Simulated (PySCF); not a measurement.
A TDDFT job was run through a driver script with this input:

```
{"job": {"kind": "uv", "xc": "PBE0", "basis": "def2-SVPD", "nstates": 8, "ntriplets": 3}, "charge": 0, "multiplicity": 1}
C     -1.129356     2.021539     0.330075
C     -1.379582     0.741526     0.129581
C     -0.719630    -0.382623     0.869045
C      0.044420    -1.253526    -0.096484
C     -0.424022    -2.404339    -0.562921
O      1.253851    -0.813072    -0.497542
Si     2.112005     0.559599    -0.465559
H     -0.420736     2.353518     1.070922
H     -1.627158     2.793632    -0.231365
H     -2.094111     0.430266    -0.621588
H     -0.033661     0.011297     1.620736
H     -1.480759    -0.990950     1.361814
H     -1.378147    -2.786456    -0.252517
H      0.142714    -2.990435    -1.263778
H      2.245635     1.098238     0.891444
H      3.377965     0.048192    -0.968479
H      1.503574     1.575624    -1.323294
```

Its output, with some lines taken out ([cut]):

```
coarse grid: 14344 points
cycle   1  E = -560.3439508025  dE =  8.029e-01  |g| = 6.500e-01  |ddm| = 6.815e+00
cycle   2  E = -560.2619352964  dE =  8.202e-02  |g| = 9.275e-01  |ddm| = 2.445e+00
cycle   3  E = -560.4305102229  dE = -1.686e-01  |g| = 1.153e-01  |ddm| = 1.424e+00
cycle   4  E = -560.4330276951  dE = -2.517e-03  |g| = 3.917e-02  |ddm| = 2.406e-01
cycle   5  E = -560.4333437872  dE = -3.161e-04  |g| = 1.749e-02  |ddm| = 8.156e-02
cycle   6  E = -560.4334215485  dE = -7.776e-05  |g| = 2.925e-03  |ddm| = 3.348e-02
cycle   7  E = -560.4334234200  dE = -1.872e-06  |g| = 1.080e-03  |ddm| = 7.786e-03
final grid: 132896 points
cycle   8  E = -560.5157503914  dE = -4.389e-05  |g| = 8.985e-03  |ddm| = 1.842e-01
cycle   9  E = -560.5157336185  dE =  1.677e-05  |g| = 1.283e-02  |ddm| = 3.551e-02
cycle  10  E = -560.5157685705  dE = -3.495e-05  |g| = 1.546e-03  |ddm| = 1.846e-02
cycle  11  E = -560.5157691407  dE = -5.702e-07  |g| = 1.820e-04  |ddm| = 2.675e-03
cycle  12  E = -560.5157691460  dE = -5.302e-09  |g| = 1.185e-04  |ddm| = 7.257e-04
cycle  13  E = -560.5157691494  dE = -3.329e-09  |g| = 2.795e-05  |ddm| = 2.353e-04
cycle  14  E = -560.5157691496  dE = -1.992e-10  |g| = 6.353e-06  |ddm| = 7.256e-05
converged SCF energy = -560.5157691496

Static polarisability (au): isotropic 90.500, principal 71.645 87.461 112.395

Singlet excitations
state   eV       nm        f      main configurations
  1   5.5830    222.1   0.05001   H->L 0.92
  2   5.9733    207.6   0.01125   H->L+1 0.94
  3   6.5562    189.1   0.03958   H->L+2 0.79, H->L+3 0.16
  4   6.7700    183.1   0.28606   H-1->L 0.43, H->L+3 0.31
[cut]
  6   6.9078    179.5   0.01874   H->L+4 0.76, H->L+3 0.10
  7   7.0260    176.5   0.01902   H-1->L+1 0.90
[cut]

[cut]
```

The calculation used TDDFT PBE0/def2-SVPD, vertical, gas phase, core orbitals frozen in the response in PySCF. Geometry: GFN2-xTB, one conformer, isolated molecule.

Q: Restore the lines that were cut, in order.

A: 
```
  5   6.8322    181.5   0.07836   H-1->L 0.33, H->L+3 0.32, H->L+4 0.09
  8   7.1595    173.2   0.04422   H->L+5 0.81
Triplet excitations (Tamm-Dancoff, eV): 4.1597 4.4346 5.6590
```

Q: What is the polarisability anisotropy, √(½[(α1 − α2)² + (α2 − α3)² + (α3 − α1)²])?

A: 35.58 au.

Q: How much of the mean polarisability do the listed states account for?

A: The sum over states Σ f/ΔE² (ΔE in hartree) gives 9.18 au, 10% of the total; the rest comes from higher roots of the same response equations.

Q: What is the total energy of state 6 at this geometry?

A: -560.51577 + 0.25386 = -560.26191 hartree.

Q: Which species is it?

A: `C=CCC(=C)O[SiH3]` (C5H10OSi), point group C1.

The SCF starts on a coarse grid; the energy jumps when the final grid takes over, and dE counts afresh there. H and L stand for HOMO and LUMO.

The run took 57 s of wall time on one thread, Arm Neoverse V1 (aarch64), shared host, and the process peaked at 0.86 GiB of memory.

Conformer computed: `[CH2:1]=[CH:2][CH2:3][C:4](=[CH2:5])[O:6][SiH3:7]`: C1–C2–C3–C4 -118°, C2–C3–C4–C5 -100°, C3–C4–O6–Si7 -14°.
